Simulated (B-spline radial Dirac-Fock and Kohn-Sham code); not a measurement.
## Binding energies of Ar⁺ in different valence configurations

Level of theory: relaxed Dirac-Fock hole states (ΔSCF) with Breit and QED corrections and a finite nucleus; a B-spline atomic structure program. Correlation energy is missing from these numbers.

Reference: the tabulated ground configuration [Ne] 3s2 3p5, with 2p1/2 265.7 eV, 3s 45.61 eV.

Shifts from the reference in eV.

| configuration | average energy | 2p1/2 | 3s |
| --- | --- | --- | --- |
| [Ne] 3s1 3p6 | +18.66 | +1.62 | +2.89 |

Values without a named source are computed, but for edge energies of neutral atoms, which are taken from tables.
